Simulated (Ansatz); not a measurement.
`[NH2][W](=[S])(=[S])[Cl]`, relaxed with RKS PBE0-D4/def2-TZVP in Ansatz 0.2.0 from a GFN2-xTB geometry. The force threshold is 0.005 eV/Å; the program also tests the step.

The species carries charge 0 and has multiplicity 1. W: def2 effective core potential.

Start:

```xyz
7

N    -0.764   -0.464    0.903
W     0.340    0.196   -0.560
S     0.408    2.365   -0.352
S     2.366   -0.518   -0.184
Cl   -0.225   -0.306   -2.604
H    -0.599   -1.323    1.439
H    -1.526    0.050    1.358
```

| step | energy (eV) | largest force (eV/Å) | largest move (Å) |
| --- | --- | --- | --- |
| 1 | -37535.4530 | 3.485 | 0.000 |
| 2 | -37535.6581 | 2.077 | 0.147 |
| 3 | -37535.7352 | 0.284 | 0.055 |
| 4 | -37535.7396 | 0.187 | 0.021 |
| 5 | -37535.7402 | 0.216 | 0.009 |
| 6 | -37535.7410 | 0.033 | 0.009 |
| 7 | -37535.7411 | 0.003 | 0.004 |

End:

```xyz
7

N    -0.749   -0.457    0.864
W     0.408    0.248   -0.487
S     0.392    2.361   -0.320
S     2.351   -0.530   -0.150
Cl   -0.322   -0.368   -2.540
H    -0.571   -1.320    1.358
H    -1.509    0.065    1.276
```

Run time 33 s (4 threads of an Arm Neoverse V2 on a shared host); peak host memory 0.62 GiB.
